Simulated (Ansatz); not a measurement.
A nudged elastic band was laid between two geometries of CH₈OSi₂ (12 atoms, charge 0, multiplicity 1).

Level of theory: Ansatz 0.2.0, RHF/6-31G*.

| Item | Value |
| --- | --- |
| movable images | 7 |
| climbing image | yes |
| spring | 5.0 eV/Å² |
| optimiser | quadratic models (default) |
| start path | through a guess of the saddle point |
| force threshold | 0.05 eV/Å |
| iteration limit | 60 |
| end points | relaxed |

Initial state:

```xyz
12
Properties=species:S:1:pos:R:3
Si 0.233 0.076 0.631
H 0.148 0.403 2.069
C 2.026 0.005 0.089
H 2.575 -0.754 0.641
H 2.109 -0.229 -0.968
H 2.518 0.960 0.259
H -0.487 1.124 -0.121
O -0.485 -1.369 0.362
Si -1.658 -2.498 0.393
H -1.970 -2.878 1.784
H -2.888 -1.984 -0.241
H -1.202 -3.692 -0.341
```

Final state:

```xyz
12
Properties=species:S:1:pos:R:3
Si -1.560 0.598 0.513
H 2.271 -0.047 1.628
C 2.538 -0.028 0.577
H 1.909 -0.718 0.027
H 2.405 0.975 0.187
H 3.575 -0.321 0.465
H -1.208 1.243 -0.813
O -1.576 -0.963 -0.005
Si -1.807 -2.537 0.406
H -1.985 -2.671 1.864
H -3.009 -3.046 -0.276
H -0.635 -3.321 -0.013
```

Question: What changes between the two ends?

Answer: Bonds broken: Si1–H2, Si1–C3. Bonds formed: H2–C3. CH8OSi2 becomes CH4 + H4OSi2.

Question: What energy profile does the band end with?

Answer: The forces met the threshold. The highest image is number 4 of 0 to 8, 4.37 eV above the first end and 2.52 eV above the last; the last end lies 1.85 eV above the first. The profile has 2 maxima (images 1, 4) with wells between them (image 3): this band takes more than one step, which may be the mechanism or a detour left from its start path. Neighbouring images differ by up to 4.4 eV, so the band resolves the path poorly. A vibrational analysis at the climbing image gives 2 clearly imaginary modes (1711i, 51i cm⁻¹): a point of higher order, so a lower path passes nearby. The orbitals stay closed-shell, which can raise the energy where a bond breaks towards radicals; this wasn't checked here.

```
image  path coordinate (Å)  energy (eV)  Si1–H2 (Å)  Si1–C3 (Å)  H2–C3 (Å)
    0                 0.00         0.00        1.48        1.87       2.76
    1                 1.42         0.05        1.48        1.88       2.76
    2                 2.84         0.03        1.48        1.88       2.77
    3                 4.25         0.02        1.48        1.88       2.75
    4                 5.67         4.37        1.50        2.24       1.56
    5                 6.66         2.07        2.32        3.06       1.09
    6                 7.65         1.89        3.07        3.66       1.09
    7                 8.64         1.86        3.64        4.02       1.08
    8                 9.63         1.85        4.04        4.15       1.08
```

Question: What is the geometry of the highest image?

Answer: 
```xyz
12
Properties=species:S:1:pos:R:3
Si -0.328 0.582 0.285
H 0.838 0.757 1.203
C 1.782 -0.171 0.379
H 1.612 -1.068 -0.203
H 2.422 0.519 -0.155
H 2.230 -0.444 1.325
H -0.065 0.902 -1.124
O -1.161 -0.827 0.375
Si -1.518 -2.404 0.573
H -1.459 -2.767 2.001
H -2.875 -2.664 0.064
H -0.559 -3.250 -0.164
```

The band took 31 iterations and about 6 core-minutes.

Time of the run: 6 min on 1 thread of Arm Neoverse V2, on a shared host, peak memory 0.16 GiB.
